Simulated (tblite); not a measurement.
Task: Give a GFN2-xTB geometry of `C=C(Cl)[C@@H]1O[C@H](C)[C]1O` [radical]. (Doublet state.)

Result: 
```
atom  x, y, z in Å
C1     2.1593    1.3075    0.5131
C2     1.8725    0.0391    0.3005
Cl3    2.8034   -1.2491    0.9929
C4     0.7182   -0.4748   -0.5106
O5    -0.1737    0.5360   -0.9764
C6    -1.3200   -0.0626   -0.3363
C7    -2.0443    0.8768    0.6151
C8    -0.4130   -1.0920    0.2674
O9    -0.6948   -2.4102    0.4499
H10    1.5440    2.0611    0.0551
H11    2.9880    1.6232    1.1206
H12    1.1061   -1.0919   -1.3403
H13   -2.0243   -0.4552   -1.0857
H14   -2.4763    1.7039    0.0589
H15   -2.8322    0.3303    1.1252
H16   -1.3462    1.2696    1.3494
H17    0.1262   -2.8997    0.5846
```

Orientation and origin are arbitrary. Atoms count from 1 in this order. C2 (carbon bonded to 2 C and Cl) is planar (angles 125.7°, 122.3° and 112.0°, sum 360.0°, 0.01 Å off the plane of its three neighbours). C1 (carbon bonded to C and 2 H) is planar (angles 122.8°, 118.8° and 118.4°, sum 360.0°, 0.00 Å off the plane of its three neighbours). The 5 C–C bonds span 1.318 Å (C1=C2, drawn double) to 1.521 Å (C6–C7, drawn single), a spread of 0.203 Å. The 4-membered ring C4–O5–C6–C8 has internal angles of 88.0° to 93.3° (sum 360°, against 360° for a flat polygon); it is almost planar, 0.03 Å rms from its mean plane, widest ring torsion 4°.

Bonds between heavy atoms (Å): C1=C2 1.318, C2–Cl3 1.734, C2–C4 1.501, C4–O5 1.426, O5–C6 1.443, C6–C7 1.521, C6–C8 1.499, C8–O9 1.360, C4–C8 1.505.

Structure optimised with GFN2-xTB, isolated species. This method treats the open shell by occupation alone, without spin polarisation.

Point group: C1 (no symmetry element, even within 0.4 Å). Its GFN2-xTB frequencies are all real (lowest 40 cm⁻¹). Torsions: C1–C2–C4–O5 -5°, C6–C8–O9–H 162°.

One conformer stands for the species.

The numbers are calculated, not measured.
